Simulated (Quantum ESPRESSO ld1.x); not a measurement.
The numbers below are computed, except where a source is named.
Mg3+, 9 electrons, occupied as [He] 2s2 2p5. Code: ld1.x of Quantum ESPRESSO 7.5. Model: non-relativistic Kohn-Sham, LDA (Slater exchange, Hedin-Lundqvist correlation), spin-unpolarised, spherical densities, point nucleus.

Unscreened Slater integrals over Kohn-Sham orbitals (eV). Empty in this configuration: 3s.

integral     value
F0(2p,2p)   38.983
F2(2p,2p)   17.849
F0(2p,2s)   37.482
G1(2p,2s)   22.434
F0(2p,1s)   55.090
G1(2p,1s)   7.2691
F0(2p,3s)   15.258
G1(2p,3s)   1.3243
F0(2s,2s)   36.523
F0(2s,1s)   51.691
G0(2s,1s)   4.1024
F0(2s,3s)   15.153
G0(2s,3s)   1.0448
F0(1s,1s)   194.97
F0(1s,3s)   16.930
G0(1s,3s)  0.51956
F0(3s,3s)   11.551

Derived for the open shells (J is the average intra-shell exchange parameter used in DFT+U). 2p: J = F2/5 = 3.570 eV.
